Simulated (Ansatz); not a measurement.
A run on `C[NH][In]([Cl])[Cl]` with other settings.

```yaml
crystal:
  periodic: [false, false, false]
  atoms:
    - {symbol: C, position_ang: [-0.260576, -1.185546, 0.721958]}
    - {symbol: N, position_ang: [0.381053, 0.105055, 0.576409]}
    - {symbol: In, position_ang: [0.205345, 1.290034, -1.008463]}
    - {symbol: Cl, position_ang: [-0.633431, 0.423830, -2.979511]}
    - {symbol: Cl, position_ang: [0.983232, 3.461925, -1.017177]}
    - {symbol: H, position_ang: [0.404941, -1.893728, 1.228108]}
    - {symbol: H, position_ang: [-0.487677, -1.605878, -0.260002]}
    - {symbol: H, position_ang: [-1.200624, -1.143277, 1.285371]}
    - {symbol: H, position_ang: [0.607737, 0.547585, 1.453307]}
basis:
  gaussian: {orbitals: def2-TZVPP, final_grid: {core_spheres: 5, valence_spheres: 4, degree: 11}}
total_charge: -1
magnetization: {spin_polarized: true, initial_magnetization: 1}
hamiltonian: {xc: {name: B97M-V}}
accuracy: high
output: {forces: true}
```

```sh
$ ansatz run in.yaml --threads 4 --pin off --events-out ev --progress --plain --max-ram 10444MiB
```

Output, abridged:

```
Functional definition: B97M-V
4401 factors; integrals over basis functions are off by at most 5.9e-8 eV
mean field evaluation 1: about -32803.1856 eV, gradient 3.8e1 eV
mean field evaluation 2: about -32753.4983 eV, gradient 9.4e1 eV
mean field evaluation 4: about -32809.5755 eV, gradient 6.6e0 eV
mean field evaluation 8: about -32809.7681 eV, gradient 1.8e0 eV
mean field evaluation 16: about -32809.7768 eV, gradient 3.3e-3 eV
mean field evaluation 32: about -32809.7768 eV, gradient 6.6e-8 eV
mean field -32809.77681627 eV, -1205.7370587324 hartree, gradient 4.4e-8 eV, S^2 0.751146; 4 other end points of the search recorded, 0 dependent functions left out
reference -32809.77682739 eV, -1205.7370591410 hartree; 37, 36 occupied and 215, 216 virtual orbitals, 4401 factors
Total energy: -32809.77682739 eV, -1205.7370591410 hartree
Atom 0 at    -0.260576    -1.185546     0.721958 Å, force     0.214867     0.188305    -0.202700 eV/Å
Atom 1 at     0.381053     0.105055     0.576409 Å, force     0.520844    -1.543278     1.415595 eV/Å
Atom 2 at     0.205345     1.290034    -1.008463 Å, force    -0.636925     0.195139     0.271600 eV/Å
Atom 3 at    -0.633431     0.423830    -2.979511 Å, force    -0.876979    -1.078767    -2.211699 eV/Å
Atom 4 at     0.983232     3.461925    -1.017177 Å, force     1.082923     2.531064     0.005905 eV/Å
Atom 5 at     0.404941    -1.893728     1.228108 Å, force    -0.182071    -0.194971     0.206282 eV/Å
Atom 6 at    -0.487677    -1.605878    -0.260002 Å, force     0.114002     0.127021     0.180766 eV/Å
Atom 7 at    -1.200624    -1.143277     1.285371 Å, force     0.001226    -0.048747     0.133585 eV/Å
Atom 8 at     0.607737     0.547585     1.453307 Å, force    -0.237886    -0.175765     0.200665 eV/Å
Dipole moment:     0.008202    -0.360386     0.393759 e Å
```

Hardware: 4 threads of an Arm Neoverse V2 on a shared host. Wall time 47 s, peak host memory 1.6 GiB.
